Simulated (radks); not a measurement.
Values are calculated unless marked as measured or tabulated.
Isoelectronic series with 11 electrons, each ion in its NIST ground configuration. Level of theory: non-relativistic Kohn-Sham, PBE, spin-polarised, spherical densities, point nucleus; open shells are filled with parallel spins first (a radial shooting solver on a logarithmic mesh with Libxc functionals). Total energies (hartree) and orbital eigenvalues (hartree) (* marks an orbital that is empty in some or all of the ions):

ion    configuration  E (hartree)    3p up*      3s up    2p down      2p up    2s down
Mg+         [Ne] 3s1   -199.67537  -0.27588   -0.43729   -2.04075   -2.04698   -3.25022
Al2+        [Ne] 3s1   -241.32347  -0.65680   -0.89814   -3.31046   -3.31962   -4.70771
Si3+        [Ne] 3s1   -287.10295  -1.16267   -1.48161   -4.84303   -4.85497   -6.42953
P4+         [Ne] 3s1   -337.00712  -1.78779   -2.18297   -6.63322   -6.64783   -8.40991
S5+         [Ne] 3s1   -391.03214  -2.52931   -2.99987   -8.67845   -8.69566  -10.64598
Cl6+        [Ne] 3s1   -449.17555  -3.38562   -3.93097  -10.97727  -10.99702  -13.13609
Ar7+        [Ne] 3s1   -511.43572  -4.35573   -4.97545  -13.52875  -13.55100  -15.87918
K8+         [Ne] 3s1   -577.81145  -5.43898   -6.13277  -16.33227  -16.35700  -18.87454
Ca9+        [Ne] 3s1   -648.30189  -6.63491   -7.40253  -19.38741  -19.41458  -22.12169
Sc10+       [Ne] 3s1   -722.90639  -7.94321   -8.78448  -22.69384  -22.72344  -25.62027
Ti11+       [Ne] 3s1   -801.62446  -9.36363  -10.27840  -26.25133  -26.28334  -29.37001
